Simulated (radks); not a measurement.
Values are calculated unless marked as measured or tabulated.
Species: N+. Configuration: [He] 2s2 2p2. Level of theory: scalar-relativistic Kohn-Sham, LDA (Slater exchange, Perdew-Wang correlation), spin-polarised, spherical densities, point nucleus; open shells are filled with parallel spins first (a radial shooting solver on a logarithmic mesh with Libxc functionals).

Normalised radial functions P(r) = r R(r), r in bohr:

```
   r/bohr * 1s up, o 2p up, + 2p down (the largest magnitude, 1.87, reaches the edge; | marks zero, & curves that meet)
  0.01031 &         *
  0.01162 &          *
   0.0131 &           *
  0.01477 &             *
  0.01665 &              *
  0.01878 &                *
  0.02117 &                  *
  0.02387 &                    *
  0.02691 &                      *
  0.03035 &                        *
  0.03421 &                           *
  0.03858 &                             *
  0.04349 |&                               *
  0.04904 |&                                  *
  0.05529 |&                                     *
  0.06234 |&                                       *
  0.07029 |&                                          *
  0.07925 | &                                            *
  0.08936 | &                                              *
   0.1007 | &                                                 *
   0.1136 |  &                                                 *
   0.1281 |   &                                                 *
   0.1444 |   &                                                  *
   0.1628 |    &                                                 *
   0.1836 |     &                                               *
    0.207 |      +o                                           *
   0.2334 |       +o                                       *
   0.2631 |         &                                   *
   0.2967 |          +o                             *
   0.3372 |            +o                     *
   0.3802 |              +o              *
   0.4286 |                +o       *
   0.4833 |                 +o *
   0.5449 |               *   +o
   0.6144 |           *         +o
   0.6927 |       *              +o
    0.781 |    *                  +o
   0.8806 |  *                    +o
   0.9929 | *                     +o
    1.119 |*                      &
    1.262 *                      &
    1.423 *                    &
    1.605 *                  &
    1.809 *               o+
     2.04 *            o+
      2.3 *          o+
    2.593 *       o+
    2.924 *     o+
    3.297 *   o+
    3.717 *  &
    4.191 * &
    4.725 *&
    5.327 &+
    6.007 &
    6.773 &
    7.636 &
     8.61 &
    9.707 &
    10.95 &
    12.34 &
    13.91 &
```

1s up: eigenvalue -398.57 eV, 0 radial nodes, <r> = 0.232 bohr, 90 % of the charge inside 0.415 bohr. 2p up: eigenvalue -22.111 eV, 0 radial nodes, <r> = 1.25 bohr, 90 % of the charge inside 2.10 bohr. 2p down (empty): eigenvalue -18.540 eV, 0 radial nodes, <r> = 1.33 bohr, 90 % of the charge inside 2.26 bohr.
